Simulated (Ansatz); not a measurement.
`CC[NH][SnH3]` + `N#CO` → `CCOC#N` + `[NH2][SnH3]` at 298.15 K and 1 bar (substitution at a C–N bond).

Computed with Ansatz on PBE0-D4/def2-TZVP structures; ΔE is electronic, products minus reactants. CCSD(T)/CBS adds triple-zeta CCSD(T) − MP2 to the extrapolated MP2 energy (def2 sets, frozen cores). This one scheme is used for every species. def2 core potentials past Kr. For Sn outer-core shells are correlated without core-valence functions, which leaves a few kJ/mol of doubt a bond. One conformer a species, not always the lowest.

```
       species  CCSD(T)/CBS energy (Eh)  H − E (kJ/mol)  S (J/(mol·K))
`CC[NH][SnH3]`               -350.22359           289.9          356.0
        `N#CO`               -168.48100            68.5          241.1
      `CCOC#N`               -246.99416           225.4          311.1
 `[NH2][SnH3]`               -271.71442           133.6          290.3
```

H − E and S are ideal-gas, rigid-rotor, harmonic terms from PBE0-D4/def2-TZVP, for one conformer and one mirror image of each species. 1 Eh = 2625.50 kJ/mol, R = 8.31446 J/(mol·K).

Problem. By hand: ΔE, ΔH, ΔS and ΔG.

Solution. ΔE = (-246.99416) + (-271.71442) − (-350.22359) − (-168.48100) = -0.00399 Eh = -10.5 kJ/mol. Δ(H − E) = 225.4 + 133.6 − 289.9 − 68.5 = 0.6, so ΔH = -9.9 kJ/mol. ΔS = 311.1 + 290.3 − 356.0 − 241.1 = 4.3 J/(mol·K). ΔG = -9.9 − 298.15 × (4.3)/1000 = -11.2 kJ/mol.

Problem. By hand: the equilibrium constant, and the temperature at which ΔG would vanish if ΔH and ΔS stayed fixed.

Solution. log₁₀ K = −ΔG/(RT ln 10) = 2.0. ΔH and −TΔS have one sign here, so there is no such temperature. One of them is within its doubt of zero, so this could turn.

The number of gas molecules stays the same, so ΔS is small and ΔH decides. A doubt of 5 kJ/mol in ΔE shifts log₁₀ K by 0.9 here. Other conformers and mirror images would add mixing entropy, several J/(mol·K) or more a flexible species. These are equilibria of isolated gas molecules and say nothing of rates. Largest T1 diagnostic: 0.014 (customary marks: 0.02 for closed shells, 0.045 for open ones).
